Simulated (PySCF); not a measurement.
Computed shifts of a molecule C₃H₁₀ClNSi, HF/pcSseg-1 run with PySCF, GIAO, gas phase, atoms alike by connectivity averaged where their shifts nearly agree, in ppm (number of nuclei): ¹³C: 38.5 (1), 35.6 (1), 3.2 (1). ¹⁵N: 20.7 (1). ²⁹Si: 3.7 (1). ¹H: 4.79 (1), 2.74 (3), 2.59 (3), 0.76 (3). References: ¹³C against TMS (σ = 192.6 ppm); ¹⁵N against NH3 (σ = 267.3 ppm); ²⁹Si against TMS (σ = 393.8 ppm); ³⁵Cl against HCl (σ = 958.2 ppm); ¹H against TMS (σ = 31.99 ppm), references at their B3LYP-D3(BJ)/def2-TZVP geometries, non-relativistic (without spin–orbit terms, shifts of atoms bonded to Cl or Br come out too high). Geometry: B3LYP-D3(BJ)/def2-SVP. The values are those of a single conformer.

Question: Identify the compound among the candidates.
(A) CN(C)[Si@@H](C)Cl
(B) CC(C)[Si@H](N)Cl
(C) CN[Si](C)(C)Cl
(D) CC[Si@@H](Cl)CN

Answer: A, CN(C)[Si@@H](C)Cl
